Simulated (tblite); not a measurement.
Compound: C₇H₁₄BOP.
Atom-mapped SMILES: `[BH3-:1][P@+:2]1([CH3:3])[CH:4]=[CH:5][C@H:6]([O:7][CH3:8])[CH:9]=[CH:10]1` (hydrogens: H11, H12, H13 on B1; H14, H15, H16 on C3; H17 on C4; H18 on C5; H19 on C6; H20, H21, H22 on C8; H23 on C9; H24 on C10)
Bond orders are those of one Lewis drawing.

Computed with GFN2-xTB (tblite), gas phase: L-BFGS steps from a force-field or distance-geometry start until the largest atomic force falls under 0.01 eV/Å.

Step 165: E = -813.3346 eV
```
atom  x, y, z in Å  |  force x, y, z in eV/Å
B1     -1.7621   -1.4173    1.2839   -0.007  -0.018   0.002
P2     -1.3171   -0.0065    0.0482    0.053   0.040  -0.001
C3     -2.7843    1.0013   -0.4035   -0.061   0.006  -0.033
C4     -0.6279   -0.3090   -1.5905    0.106  -0.015   0.021
C5      0.6585   -0.1091   -1.8396    0.053   0.068  -0.006
C6      1.6366    0.2757   -0.7583   -0.095   0.047  -0.061
O7      1.8887   -0.9306   -0.0602   -0.035  -0.310  -0.007
C8      2.9500   -0.8806    0.8546   -0.100   0.040   0.154
C9      1.0799    1.3256    0.1641   -0.120   0.007   0.073
C10    -0.1706    1.2671    0.6010    0.038   0.062   0.023
H11    -0.7642   -2.0030    1.5302    0.033  -0.044  -0.024
H12    -2.5840   -2.0478    0.6965   -0.014  -0.057  -0.007
H13    -2.2072   -0.8135    2.2115   -0.022   0.042   0.026
H14    -3.4424    0.3886   -1.0144   -0.080  -0.086   0.031
H15    -2.5082    1.8854   -0.9723    0.059   0.077   0.025
H16    -3.3118    1.2849    0.5037   -0.010   0.014   0.014
H17    -1.3092   -0.6708   -2.3512    0.029   0.043   0.020
H18     1.0886   -0.2748   -2.8149   -0.024  -0.050  -0.089
H19     2.5777    0.6374   -1.1951    0.097   0.041  -0.125
H20     2.6860   -0.2937    1.7461    0.041  -0.094  -0.043
H21     3.8430   -0.4427    0.3988    0.111   0.005  -0.044
H22     3.1512   -1.9158    1.1347   -0.020   0.118   0.038
H23     1.7580    2.0962    0.5027    0.048   0.023   0.005
H24    -0.5410    1.9730    1.3319   -0.079   0.043   0.006
```

Step 166: E = -813.3426 eV
```
atom  x, y, z in Å  |  force x, y, z in eV/Å
B1     -1.7130   -1.4164    1.2848    0.002  -0.018  -0.002
P2     -1.3014    0.0026    0.0422    0.023   0.062   0.001
C3     -2.7966    0.9840   -0.3891   -0.044   0.030  -0.015
C4     -0.6249   -0.2857   -1.6048    0.065  -0.010   0.002
C5      0.6614   -0.0897   -1.8584    0.109   0.026   0.002
C6      1.6401    0.2727   -0.7671    0.028  -0.044   0.003
O7      1.8561   -0.9432   -0.0535    0.017  -0.007  -0.063
C8      2.9048   -0.9066    0.8823   -0.070   0.031   0.017
C9      1.0875    1.3439    0.1405    0.022  -0.044   0.026
C10    -0.1636    1.2964    0.5750   -0.028   0.013   0.047
H11    -0.7020   -1.9827    1.5308   -0.012  -0.022  -0.035
H12    -2.5308   -2.0653    0.7077    0.027  -0.019   0.009
H13    -2.1620   -0.8069    2.2077   -0.024   0.018   0.038
H14    -3.4380    0.3628   -1.0144   -0.017   0.004   0.073
H15    -2.5346    1.8905   -0.9368   -0.016  -0.041   0.075
H16    -3.3348    1.2343    0.5265    0.062  -0.012  -0.101
H17    -1.3158   -0.6300   -2.3660    0.055   0.047   0.033
H18     1.0816   -0.2432   -2.8423   -0.015  -0.028  -0.002
H19     2.6019    0.6100   -1.1951   -0.095  -0.030  -0.024
H20     2.6314   -0.3277    1.7745    0.020  -0.051  -0.044
H21     3.8127   -0.4719    0.4431   -0.009  -0.038   0.004
H22     3.0984   -1.9446    1.1619   -0.052   0.140  -0.004
H23     1.7674    2.1212    0.4659    0.017  -0.032  -0.027
H24    -0.5376    2.0152    1.2922   -0.067   0.024  -0.012
```

**Question.** Estimate the geometry and energy of step 167. (The exact step hangs on the optimiser's Hessian estimate; all steps are aligned on step 166, rigid shifts and turns removed.)

**Answer.** E = -813.3432 eV, largest force 0.155 eV/Å
```
atom  x, y, z in Å  |  force x, y, z in eV/Å
B1     -1.7215   -1.4184    1.2756    0.010   0.009   0.006
P2     -1.3022    0.0085    0.0441   -0.009   0.066  -0.012
C3     -2.7998    0.9904   -0.3811   -0.026   0.032  -0.012
C4     -0.6268   -0.2863   -1.6016    0.025  -0.006   0.002
C5      0.6608   -0.1027   -1.8559    0.071   0.019  -0.005
C6      1.6425    0.2622   -0.7704    0.018   0.006   0.025
O7      1.8744   -0.9514   -0.0615   -0.027  -0.023  -0.002
C8      2.9110   -0.8980    0.8873   -0.107   0.097  -0.055
C9      1.0930    1.3348    0.1400    0.045  -0.030   0.005
C10    -0.1592    1.2997    0.5720   -0.039  -0.007   0.061
H11    -0.7123   -1.9838    1.5282   -0.002  -0.023  -0.025
H12    -2.5308   -2.0664    0.6874    0.015  -0.018   0.000
H13    -2.1815   -0.8108    2.1946   -0.021   0.001   0.047
H14    -3.4406    0.3675   -1.0060   -0.006   0.032   0.066
H15    -2.5393    1.9019   -0.9231   -0.033  -0.078   0.074
H16    -3.3376    1.2347    0.5367    0.072  -0.014  -0.106
H17    -1.3205   -0.6268   -2.3620    0.055   0.036   0.032
H18     1.0762   -0.2682   -2.8391    0.008  -0.023  -0.018
H19     2.5969    0.6055   -1.2069   -0.044  -0.008  -0.031
H20     2.6196   -0.3468    1.7878   -0.040   0.027  -0.011
H21     3.8060   -0.4342    0.4615    0.099   0.031  -0.028
H22     3.1332   -1.9270    1.1523   -0.022  -0.089   0.036
H23     1.7770    2.1105    0.4628    0.010  -0.049  -0.031
H24    -0.5305    2.0249    1.2849   -0.053   0.012  -0.017
```

The energy changes by -0.0006 eV. The first-order estimate −F·Δx gives -0.0034 eV and the mean of the old and new forces, exact on a quadratic surface, -0.0008 eV. The step makes an angle of 84° with the force vector and moves no atom by more than 0.042 Å.

What follows is the cost of the whole relaxation. On one thread of an Arm Neoverse V1 (shared host), this took 2.3 s wall.
